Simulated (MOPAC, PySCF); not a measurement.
H₃BBr₂Si, SMILES `[SiH3]B(Br)Br`, neutral singlet in the gas phase. 

Z-matrix (Å, degrees):
```
Si
H 1 1.4854
H 1 1.4867 2 109.86
H 1 1.4893 2 109.06 3 -118.87
B 1 2.0142 2 111.48 4 -118.74
Br 5 1.9021 1 121.28 2 17.45
Br 5 1.9033 6 118.90 1 -178.44
```
Charge 0, spin multiplicity 1.

All levels are single points at this geometry (PBE0-D3(BJ)/def2-TZVP); Pople sets use spherical d functions. Orbital energies aren't observables, and empty levels follow the basis.

SVWN5/6-31G* in PySCF gives dipole (D) = 0.34.

### Question
Estimate the dipole (D) from each of these levels: PBE0-D3(BJ)/def2-TZVP in PySCF; ωB97X-D3(BJ)/def2-TZVP in PySCF; PBE/6-31G* in PySCF; AM1 in MOPAC; PM6 in MOPAC.

### Answer

| level | dipole (D) |
|---|---|
| PBE0-D3(BJ)/def2-TZVP in PySCF | 0.31 |
| ωB97X-D3(BJ)/def2-TZVP in PySCF | 0.41 |
| PBE/6-31G* in PySCF | 0.29 |
| AM1 in MOPAC | 1.72 |
| PM6 in MOPAC | 1.87 |
